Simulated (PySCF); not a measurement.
Level of theory: PBE-D3(BJ)/def2-TZVP // B3LYP-D3(BJ)/def2-TZVP (PySCF). Isolated molecules, 0 K electronic values unless said otherwise. 

Reference species (SMILES): `F[SiH]F` (neutral, multiplicity 2).

```yaml
dipole_moment: 1.27 D
```

Changed species: `F[Si](F)F` (radical fragment; the reference has radical fragment).

Task: Give the shifts of the dipole moment.

Result: the dipole moment decreases by 0.24 D, to 1.03 D.
